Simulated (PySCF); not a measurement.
**Spin states of TlN⁺**

Unrestricted PBE0; PySCF, scalar-relativistic core potentials, basis sets Tl def2-SVPD with ECP60, N def2-SVPD. Outer shells of the fragments: Tl+ 5d10 6s2; N 2s2 2p3.

Followed along the bond (rough minima from three points):

```json
{"2Ms+1": "4", "unpaired": "σ ↑, π ↑↑", "⟨S²⟩ at the start": "3.76", "R at minimum (Å)": "3.05", "Te (eV)": "0.00"}
{"2Ms+1": "2", "unpaired": "σ ↓, π ↑↑", "⟨S²⟩ at the start": "1.76", "R at minimum (Å)": "2.89", "Te (eV)": "1.15"}
```

Solutions found at the starting distance of 2.185 Å, counted from the lowest of them; the search is not exhaustive and high or unbound solutions are not listed, so other states can lie among these:

```csv
2Ms+1,unpaired,term,E (eV),⟨S²⟩,⟨Lz²⟩,μ (D)
4,"σ ↑, π ↑↑",⁴Σ⁻,0.00,3.76,0.00,0.66
2,"σ ↓, π ↑↑",mixed,0.91,1.76,0.00,0.29
2,π ↑,²Π,2.26,0.76,1.01,-1.52
2,π ↑,²Π,3.34,0.75,1.00,2.61
4,"σ ↑↑, π ↑",⁴Π,5.32,3.77,1.02,-2.72
4,π ↑↑↑,⁴Π,6.04,3.82,1.00,1.50
```

A term symbol is given only where ⟨S²⟩ and ⟨Lz²⟩ are close to those of a pure state; real π, δ and φ orbitals otherwise mix terms. A positive dipole points towards N; it is taken about the centre of mass and depends on that origin.

Question: Compare the gap between the two lowest followed solutions at the starting distance with the gap between their minima.

Answer: At PBE0 the second solution (Ms = 0.5 of mixed spin, unpaired electrons σ ↓, π ↑↑) lies +0.91 eV from the first (quartet, unpaired electrons σ ↑, π ↑↑) at 2.185 Å and +1.15 eV at the minima; the two curves relax by different amounts, since their minima lie near 2.89 and 3.05 Å.

These are scalar-relativistic numbers at best; spin–orbit coupling would shift them, the dissociation energy most. Counting both spins, an empty level lies below a filled one in some of these solutions, because spin and occupation are held.
